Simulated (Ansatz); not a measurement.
Cost and result for the atomization energy of `NC[SeH]` (8 atoms, 7 bonds).

```tsv
atom	x (Å)	y (Å)	z (Å)
N1	0.219	0.876	-0.756
C2	-0.384	-0.285	-0.155
Se3	-0.652	-0.063	1.774
H4	0.259	0.777	-1.765
H5	1.161	1.019	-0.416
H6	0.155	-1.231	-0.275
H7	-1.387	-0.419	-0.561
H8	0.628	-0.674	2.153
```

Total charge 0; spin multiplicity 1. Correlated methods include outer-core shells of Se, which these sets cover unevenly. Scalar relativity is left out up to krypton. The geometry is a stationary point of PBE0-D4/def2-TZVP. It is one conformer, not always the lowest. Program: Ansatz. All runs use 2 threads of an Arm Neoverse V1 on a shared host. Times are those of one run each, without the atoms' runs, and a repeat can differ threefold. Electronic energies, without spin–orbit coupling; frozen cores. CCSD(T)/CBS adds CCSD(T) − MP2 in def2-TZVPP to the MP2 limit, and its time is that of the two runs behind it. T1 = 0.009. With those shells the extrapolation isn't a true limit. B3LYP takes the VWN-RPA correlation (the form of Gaussian; ORCA's B3LYP/G). HSE06 is the plane-wave form, built on full-range PBE exchange.

CCSD(T)/CBS is a level of theory with its own doubt, some kJ/mol a heavy atom from the limit and from the frozen cores, so smaller differences don't rank the functionals.

```
                            level  functions  wall time
             revPBE-D4/def2-TZVPP        180      2.4 s
               BLYP-D4/def2-TZVPP        180      2.4 s
              BHLYP-D4/def2-TZVPP        180      3.2 s
          CAM-B3LYP-D4/def2-TZVPP        180      3.5 s
              HSE06-D4/def2-TZVPP        180      3.7 s
B3LYP-D4/def2-TZVPP (with forces)        180      4.1 s
                 CCSD(T)/def2-SVP         85      4.3 s
            r2SCANh-D4/def2-TZVPP        180        6 s
                B2PLYP/def2-TZVPP        180        6 s
               ωB97X-V/def2-TZVPP        180        9 s
                   MP2/def2-QZVPP        353       23 s
               CCSD(T)/def2-TZVPP        180       85 s
                CCSD(T)/CBS(def2)          –      110 s
```

What atomization energy does each give, and how far from CCSD(T)/CBS? (Estimate.)

Ansatz gave: 
```
                            level  atomization (kcal/mol)  difference from CCSD(T)/CBS  per bond
             revPBE-D4/def2-TZVPP                   620.8                         -2.8      -0.4
               BLYP-D4/def2-TZVPP                   624.8                          1.2       0.2
              BHLYP-D4/def2-TZVPP                   602.3                        -21.3      -3.0
          CAM-B3LYP-D4/def2-TZVPP                   624.5                          0.9       0.1
              HSE06-D4/def2-TZVPP                   623.3                         -0.3       0.0
B3LYP-D4/def2-TZVPP (with forces)                   624.1                          0.5       0.1
                 CCSD(T)/def2-SVP                   579.0                        -44.6      -6.4
            r2SCANh-D4/def2-TZVPP                   615.9                         -7.7      -1.1
                B2PLYP/def2-TZVPP                   614.9                         -8.7      -1.2
               ωB97X-V/def2-TZVPP                   624.2                          0.6       0.1
                   MP2/def2-QZVPP                   619.5                         -4.1      -0.6
               CCSD(T)/def2-TZVPP                   604.5                        -19.1      -2.7
                CCSD(T)/CBS(def2)                   623.6                          0.0       0.0
```

The D4 term adds +4.9 kcal/mol with B3LYP and +2.5 kcal/mol with PBE0; it sums over pairs of atoms, weighted by their polarisabilities, and B3LYP, whose exchange is more repulsive, gets the larger term. Leaving LDA and LC-ωPBE aside and taking each functional with its dispersion term where it has one, the values, not all of them listed here, spread over 34.3 kcal/mol, from BHLYP-D4 to PBE-D4. LDA lies +86.9 kcal/mol from PBE without D4, its usual overbinding. At CCSD(T), def2-SVP lies −44.5 kcal/mol from the extrapolated value and def2-TZVPP −19.0 kcal/mol: correlation converges slowly with the basis, and small sets miss more of it in the bonded molecule than in its fragments.
